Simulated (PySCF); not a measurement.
cyclohexane (C6H12), singlet, at a GFN2-xTB geometry; CASSCF(8,7)/STO-3G in PySCF.

Here is a job for PySCF.
```python
from pyscf import gto, scf, mcscf
import numpy

mol = gto.Mole()
mol.atom = '''
    C    -0.65342719    1.12785033   -0.67385261
    C     0.76040020    1.24983573   -0.11310605
    C     1.45803252   -0.10713894   -0.12551185
    C     0.65342719   -1.12785033    0.67385261
    C    -0.76040020   -1.24983573    0.11310605
    C    -1.45803252    0.10713894    0.12551185
    H    -0.60183522    0.80966496   -1.71793221
    H    -1.15095342    2.09982864   -0.64473480
    H     1.33401528    1.96908217   -0.70197983
    H     0.71121256    1.62146226    0.91328576
    H     1.55708191   -0.45308207   -1.15726686
    H     2.46236684   -0.01359637    0.29363537
    H     1.15095342   -2.09982864    0.64473480
    H     0.60183522   -0.80966496    1.71793221
    H    -1.33401528   -1.96908217    0.70197983
    H    -0.71121256   -1.62146226   -0.91328576
    H    -1.55708191    0.45308207    1.15726686
    H    -2.46236684    0.01359637   -0.29363537
'''
mol.basis = 'sto-3g'
mol.verbose = 4
mol.build()

mf = scf.RHF(mol)
mf.kernel()
mc = mcscf.CASSCF(mf, 7, 8)
mc.fix_spin_(ss=0.0)
mc.kernel()
occ = numpy.linalg.eigvalsh(mc.fcisolver.make_rdm1(mc.ci, mc.ncas, mc.nelecas))[::-1]
ss = mc.fcisolver.spin_square(mc.ci, mc.ncas, mc.nelecas)[0]
print('natural occupations', occ.round(4), ' <S^2>', round(ss, 4))
```

### Question
Write the output that PySCF gives for this input, abridged.

### Answer

```
PySCF version 2.14.0

[INPUT] verbose = 4
[INPUT] num. atoms = 18
[INPUT] num. electrons = 48
[INPUT] charge = 0
[INPUT] spin (= nelec alpha-beta = 2S) = 0
[INPUT] symmetry False subgroup None
[INPUT] Mole.unit = angstrom
[INPUT] Symbol           X                Y                Z      unit          X                Y                Z       unit  Magmom
[...]
nuclear repulsion = 257.470762454295
number of shells = 30
number of NR pGTOs = 126
number of NR cGTOs = 42
basis = sto-3g
ecp = {}

******** <class 'pyscf.scf.hf.RHF'> ********
method = RHF
initial guess = minao
damping factor = 0
level_shift factor = 0
DIIS = <class 'pyscf.scf.diis.CDIIS'>
diis_start_cycle = 1
diis_space = 8
diis_damp = 0
SCF conv_tol = 1e-09
SCF conv_tol_grad = None
SCF max_cycles = 50
direct_scf = True
direct_scf_tol = 1e-13
Set gradient conv threshold to 3.16228e-05
Initial guess from minao.
init E= -232.792958535241
[...]
cycle= 1 E= -231.451449029863  delta_E= 1.34  |g|= 0.255  |ddm|= 4.91
[...]
cycle= 2 E= -231.478785587169  delta_E= -0.0273  |g|= 0.0621  |ddm|= 0.465
[...]
cycle= 3 E= -231.480528876236  delta_E= -0.00174  |g|= 0.00419  |ddm|= 0.142
[...]
cycle= 4 E= -231.480534473951  delta_E= -5.6e-06  |g|= 0.000525  |ddm|= 0.00628
[...]
cycle= 5 E= -231.480534604403  delta_E= -1.3e-07  |g|= 3.88e-05  |ddm|= 0.000925
[...]
cycle= 6 E= -231.480534605174  delta_E= -7.71e-10  |g|= 4e-06  |ddm|= 7.83e-05
[...]
Extra cycle  E= -231.480534605182  delta_E= -7.62e-12  |g|= 1.16e-06  |ddm|= 6.51e-06
converged SCF energy = -231.480534605182

******** <class 'pyscf.mcscf.mc1step.CASSCF'> ********
CAS (4e+4e, 7o), ncore = 20, nvir = 15
max_cycle_macro = 50
max_cycle_micro = 4
conv_tol = 1e-07
conv_tol_grad = None
orbital rotation max_stepsize = 0.02
orbital rotation threshold for CI restart = 0.01
augmented hessian ah_max_cycle = 30
augmented hessian ah_conv_tol = 1e-12
augmented hessian ah_linear dependence = 1e-14
augmented hessian ah_level shift = 1e-08
augmented hessian ah_start_tol = 2.5
augmented hessian ah_start_cycle = 3
augmented hessian ah_grad_trust_region = 3
kf_trust_region = 3
kf_interval = 4
ci_response_space = 4
ci_grad_trust_region = 3
with_dep4 0
natorb = False
canonicalization = True
sorting_mo_energy = False
ao2mo_level = 2
internal_rotation = False
******** <class 'pyscf.fci.addons.SpinPenaltyFCISolver'> ********
max. cycles = 50
conv_tol = 1e-08
davidson only = True
linear dependence = 1e-12
level shift = 0.001
max iter space = 12
nroots = 1
pspace_size = 400
spin = None
CASCI E = -231.484742220690  S^2 = 0.0000000
Set conv_tol_grad to 0.000316228
macro iter   1 ( 21 JK    4 micro), CASSCF E = -231.486435896068  dE = -1.69367538e-03  S^2 = 0.0000000
               |grad[o]|=0.00296  |grad[c]|=0.0752  |ddm|=0.0259  |maxRot[o]|=0.223
macro iter   2 ( 21 JK    4 micro), CASSCF E = -231.488718840459  dE = -2.28294439e-03  S^2 = 0.0000000
               |grad[o]|=0.00704  |grad[c]|=0.0596  |ddm|=0.0169  |maxRot[o]|=0.246
macro iter   3 ( 21 JK    4 micro), CASSCF E = -231.491530822280  dE = -2.81198182e-03  S^2 = 0.0000000
               |grad[o]|=0.00728  |grad[c]|=0.0288  |ddm|=0.00602  |maxRot[o]|=0.313
macro iter   4 ( 21 JK    4 micro), CASSCF E = -231.493808264860  dE = -2.27744258e-03  S^2 = 0.0000000
               |grad[o]|=0.00533  |grad[c]|=0.0267  |ddm|=0.00644  |maxRot[o]|=0.188
macro iter   5 ( 21 JK    4 micro), CASSCF E = -231.497265641006  dE = -3.45737615e-03  S^2 = 0.0000000
               |grad[o]|=0.00646  |grad[c]|=0.0173  |ddm|=0.0115  |maxRot[o]|=0.116
macro iter   6 ( 21 JK    4 micro), CASSCF E = -231.509531617022  dE = -1.22659760e-02  S^2 = 0.0000000
               |grad[o]|=0.0109  |grad[c]|=0.0197  |ddm|=0.0134  |maxRot[o]|=0.218
macro iter   7 ( 21 JK    4 micro), CASSCF E = -231.517735612574  dE = -8.20399555e-03  S^2 = 0.0000000
               |grad[o]|=0.016  |grad[c]|=0.0266  |ddm|=0.0145  |maxRot[o]|= 0.12
[...]
               |grad[o]|=0.000282  |grad[c]|=0.000117  |ddm|=0.000273  |maxRot[o]|=0.0214
macro iter  33 (  6 JK    1 micro), CASSCF E = -231.529746877910  dE = -4.79878872e-06  S^2 = 0.0000000
               |grad[o]|=0.000144  |grad[c]|=0.00226  |ddm|=0.000231  |maxRot[o]|=0.0192
macro iter  34 ( 12 JK    3 micro), CASSCF E = -231.529731027998  dE =  1.58499122e-05  S^2 = 0.0000000
               |grad[o]|=0.000291  |grad[c]|=0.0016  |ddm|=0.00104  |maxRot[o]|=0.0451
macro iter  35 ( 20 JK    4 micro), CASSCF E = -231.529731918552  dE = -8.90553906e-07  S^2 = 0.0000000
               |grad[o]|=0.00111  |grad[c]|=0.00212  |ddm|=0.000172  |maxRot[o]|=0.00926
macro iter  36 (  5 JK    1 micro), CASSCF E = -231.529738631728  dE = -6.71317588e-06  S^2 = 0.0000000
               |grad[o]|=0.000247  |grad[c]|=0.00201  |ddm|=0.000218  |maxRot[o]|=0.0215
macro iter  37 (  7 JK    2 micro), CASSCF E = -231.529745951762  dE = -7.32003437e-06  S^2 = 0.0000000
               |grad[o]|=0.000266  |grad[c]|=0.000624  |ddm|=0.000412  |maxRot[o]|=0.0267
macro iter  38 (  5 JK    1 micro), CASSCF E = -231.529749050288  dE = -3.09852592e-06  S^2 = 0.0000000
               |grad[o]|=0.000116  |grad[c]|=0.00162  |ddm|=0.000114  |maxRot[o]|=0.0137
macro iter  39 (  7 JK    2 micro), CASSCF E = -231.529753179409  dE = -4.12912081e-06  S^2 = 0.0000000
               |grad[o]|=0.0003  |grad[c]|=0.000146  |ddm|=0.000229  |maxRot[o]|=0.0213
macro iter  40 (  6 JK    1 micro), CASSCF E = -231.529755400687  dE = -2.22127773e-06  S^2 = 0.0000000
               |grad[o]|=0.000146  |grad[c]|=0.00135  |ddm|=0.000115  |maxRot[o]|=0.0154
macro iter  41 ( 10 JK    2 micro), CASSCF E = -231.529748565129  dE =  6.83555720e-06  S^2 = 0.0000000
               |grad[o]|=0.000308  |grad[c]|=0.00347  |ddm|=0.000357  |maxRot[o]|=0.0283
macro iter  42 ( 15 JK    4 micro), CASSCF E = -231.529739927097  dE =  8.63803288e-06  S^2 = 0.0000000
               |grad[o]|=0.000954  |grad[c]|=0.00263  |ddm|=0.000667  |maxRot[o]|=0.0323
macro iter  43 ( 22 JK    4 micro), CASSCF E = -231.529742224600  dE = -2.29750376e-06  S^2 = 0.0000000
               |grad[o]|=0.000293  |grad[c]|=0.000948  |ddm|=6.7e-05  |maxRot[o]|=0.0115
macro iter  44 (  6 JK    1 micro), CASSCF E = -231.529749172638  dE = -6.94803808e-06  S^2 = 0.0000000
               |grad[o]|=0.000146  |grad[c]|=0.00238  |ddm|=0.000311  |maxRot[o]|=0.0238
macro iter  45 (  7 JK    2 micro), CASSCF E = -231.529753145816  dE = -3.97317802e-06  S^2 = 0.0000000
               |grad[o]|=0.000298  |grad[c]|=0.000119  |ddm|=0.000256  |maxRot[o]|=0.0202
macro iter  46 ( 12 JK    3 micro), CASSCF E = -231.529737376698  dE =  1.57691182e-05  S^2 = 0.0000000
               |grad[o]|=0.000322  |grad[c]|=0.00522  |ddm|=0.000701  |maxRot[o]|=0.0578
macro iter  47 ( 21 JK    4 micro), CASSCF E = -231.529745104555  dE = -7.72785651e-06  S^2 = 0.0000000
               |grad[o]|=0.000953  |grad[c]|=0.00278  |ddm|=0.000582  |maxRot[o]|=0.0593
macro iter  48 ( 21 JK    4 micro), CASSCF E = -231.529731814475  dE =  1.32900799e-05  S^2 = 0.0000000
               |grad[o]|=0.000489  |grad[c]|=0.00379  |ddm|=0.000504  |maxRot[o]|=0.0787
macro iter  49 ( 21 JK    4 micro), CASSCF E = -231.529739732595  dE = -7.91812005e-06  S^2 = 0.0000000
               |grad[o]|=0.000821  |grad[c]|=0.000828  |ddm|=7.31e-05  |maxRot[o]|=0.0163
macro iter  50 (  7 JK    2 micro), CASSCF E = -231.529753613609  dE = -1.38810139e-05  S^2 = 0.0000000
               |grad[o]|=0.000453  |grad[c]|=0.000503  |ddm|=0.000137  |maxRot[o]|=0.0246
1-step CASSCF not converged,  50 macro (586 JK 132 micro) steps
CASSCF canonicalization
Density matrix diagonal elements [1.99029027 1.99161991 1.98157082 1.98002483 0.0186202  0.01898335
 0.01889062]
CASSCF energy = -231.529753613609
CASCI E = -231.529753613609  E(CI) = -15.1312947446498  S^2 = 0.0000000
natural occupations [1.9993 1.9844 1.9814 1.9785 0.0196 0.0187 0.0182]  <S^2> 0.0
```

The run did not converge; its last values are not results.
